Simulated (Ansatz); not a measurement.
Reaction (formal exchange of groups at the In–C bond): `[InH2][CH]1C[SiH2]1` + `C=CC` → `C=C[CH2][InH2]` + `C1C[SiH2]1`

Isolated molecules relaxed with PBE0-D4/def2-TZVP in Ansatz; ΔE leaves out vibrations. CBS: MP2 limit from def2 TZ/QZ plus the TZ coupled-cluster correction, frozen cores. Functionals use def2-TZVPP. def2 core potentials past Kr. For In outer-core shells are correlated without core-valence functions, which leaves a few kJ/mol of doubt a bond. One conformer a species, not always the lowest.

`[InH2][CH]1C[SiH2]1`:

Z-matrix (Å, degrees):
```
C
C 1 1.542
Si 1 1.864 2 64.6
In 1 2.123 2 123.7 3 -104.7
H 1 1.088 2 115.1 3 105.1
H 2 1.086 1 116.1 3 -110.9
H 2 1.086 1 117.2 3 112.1
H 3 1.478 1 119.4 2 105.4
H 3 1.480 1 119.4 2 -105.6
H 4 1.728 1 117.6 2 13.0
H 4 1.723 1 119.6 2 -170.8
```

`C=CC`:

Z-matrix (Å, degrees):
```
C
C 1 1.490
H 1 1.095 2 111.0
H 1 1.095 2 111.0 3 118.3
H 1 1.092 2 111.5 3 -120.8
C 2 1.325 1 125.1 3 120.8
H 2 1.088 1 116.2 3 -59.2
H 6 1.084 2 121.6 1 -180.0
H 6 1.086 2 121.4 1 0.0
```

`C=C[CH2][InH2]`:

Z-matrix (Å, degrees):
```
C
C 1 1.465
In 1 2.544 2 59.8
C 1 1.350 2 126.1 3 71.3
H 1 1.089 2 116.1 3 -99.6
H 2 1.088 1 115.2 3 -107.7
H 2 1.085 1 115.0 3 118.8
H 3 1.715 1 104.3 2 -119.8
H 3 1.716 1 114.2 2 95.7
H 4 1.086 1 121.6 2 10.3
H 4 1.082 1 121.1 2 -174.2
```

`C1C[SiH2]1`:

Z-matrix (Å, degrees):
```
C
Si 1 1.847
C 1 1.543 2 65.3
H 1 1.085 2 119.2 3 -107.6
H 1 1.085 2 119.2 3 107.6
H 2 1.478 1 119.3 3 105.0
H 2 1.478 1 119.3 3 -104.9
H 3 1.085 1 116.3 2 -111.9
H 3 1.085 1 116.3 2 111.8
```

Task: Is it downhill or uphill in electronic energy at CCSD(T)/CBS, and by how much? (Estimate.)

Result: Computed: Uphill: ΔE = +12.2 kJ/mol.

Task: What do these levels give: PBE-D4, ωB97X-V, PBE, HF/def2-TZVPP, SCS-MP2/def2-TZVPP, SCS-MP2/def2-QZVPP? (Estimate.)

Result: Computed: PBE-D4 8.1, ωB97X-V 15.5, PBE 8.4, HF/def2-TZVPP 26.8, SCS-MP2/def2-TZVPP 16.9, SCS-MP2/def2-QZVPP 15.6 kJ/mol.

Largest T1 diagnostic among the species: 0.013.

In def2-TZVPP, CCSD(T) changes the Hartree–Fock value by −11.5 kJ/mol (the triples alone add −2.6 kJ/mol) and MP2 by −14.4 kJ/mol.
